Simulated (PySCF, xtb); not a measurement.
germyloxygermane (Ge2H6O), SMILES [GeH3][O][GeH3].

GFN2-xTB run with xtb 6.7.1 at its own geometry gives an orbital gap of 7.02 eV and a dipole moment of 0.87 D.

Geometry: PBE0-D3(BJ)/def2-SVP.

Task: What does ωB97X/def2-TZVP (PySCF) give? (The exact figures need the calculation; the answer reports its results.)

Result: gap 12.32 eV (levels -10.60 and 1.73 eV), dipole 0.88 D.
